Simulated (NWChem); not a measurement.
Molecule: MgHCl; SMILES [MgH][Cl]

```xyz
3

Mg    -0.0019     1.1358     0.0000
H     -0.0077     2.8290     0.0000
Cl     0.0014    -1.0756     0.0000
```
Atoms are numbered in this order, from 1.

Computed with NWChem. Pople sets run with spherical d functions. Coordinates come from a B3LYP/6-31G* (spherical d) optimisation. Ions are spin-unrestricted doublets at the neutral geometry; other ion states weren't tried. Functional: LC-ωPBE (HJS hole) with 6-31G*; rows give the range parameter ω in 1/bohr.

```csv
range parameter (1/bohr),−ε(HOMO) (eV)
0.10,8.58
0.20,9.75
0.30,10.57
0.40,[?]
0.50,11.44
```

Complete the blanks.


- 0.40, −ε(HOMO) (eV): 11.10
